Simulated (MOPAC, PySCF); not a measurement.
C$_{3}$H$_{4}$O$_{2}$, SMILES `OC1COC=1` (H–O–C–C torsion 0°), neutral singlet in the gas phase. 

Cartesian coordinates (Å):
SMILES: C1=C(O)CO1
```xyz
9

O      1.4289    -1.1465     0.0081
C      0.4374    -0.2297    -0.0238
C      0.2296     1.0650    -0.2690
O     -1.1643     1.0493    -0.0315
C     -1.0284    -0.3878     0.2566
H      2.2668    -0.7279    -0.2232
H      0.7515     1.9647    -0.5514
H     -1.3149    -0.6057     1.2853
H     -1.6066    -0.9814    -0.4511
```
Charge 0, spin multiplicity 1.

All levels are single points at this geometry (B3LYP-D3(BJ)/def2-TZVP); Pople sets use spherical d functions. Orbital energies aren't observables, and empty levels follow the basis.

```tsv
level	HOMO (eV)	LUMO (eV)	gap (eV)	dipole (D)	vertical IE, Delta-SCF (eV)
B3LYP-D3(BJ)/def2-TZVP in PySCF	-5.68	0.26	5.94	1.88	8.27
PBE-D3(BJ)/def2-TZVP in PySCF	-4.57	-0.25	4.32	1.79	8.08
B3LYP/3-21G in PySCF	-5.10	1.37	6.47	2.11	–
B3LYP/6-311+G** in PySCF	-5.79	-0.45	5.33	1.94	–
B3LYP/6-31G* in PySCF	-5.25	1.31	6.57	1.97	8.00
BP86/6-31G* in PySCF	-4.22	0.48	4.70	1.90	–
PBE/6-31G* in PySCF	-4.11	0.58	4.69	1.88	7.80
HF/3-21G in PySCF	-8.75	5.35	14.10	2.35	–
HF/6-31G* in PySCF	-8.67	5.52	14.18	2.20	7.45
HF/STO-3G in PySCF	-6.52	8.80	15.32	1.65	–
AM1 in MOPAC	-9.15	0.94	10.09	1.44	–
PM6 in MOPAC	-8.98	0.66	9.64	1.48	–
PM7 in MOPAC	-9.12	0.73	9.85	1.31	–
```
